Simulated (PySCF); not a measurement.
This script is equivalent to a calculation on Mn⁺ (manganese, charge +1).

```python
from pyscf import gto, scf, dft, mp, cc
import basis_set_exchange as bse
mol = gto.M(atom="Mn 0 0 0", charge=1, spin=6, symmetry="D2h",
            basis=gto.basis.parse(bse.get_basis("Sapporo-DKH3-DZP-2012", elements=["Mn"], fmt="nwchem", header=False)),
            nucmod="G")
mf = scf.UHF(mol).sfx2c1e()
mf.irrep_nelec = {'Ag': (6, 3), 'B1g': (1, 0), 'B2g': (1, 0), 'B3g': (1, 0), 'B1u': (2, 2), 'B2u': (2, 2), 'B3u': (2, 2)}
mf.kernel()
```

Question: What total energy does it give?

Answer: -1157.13496 hartree (calculated).

Question: Which occupied shell lies highest, and where?

Answer: 4s α, at -14.971 eV.

Question: What is ⟨S²⟩, and what would a pure spin state give?

Answer: 12.000, against 12.00.
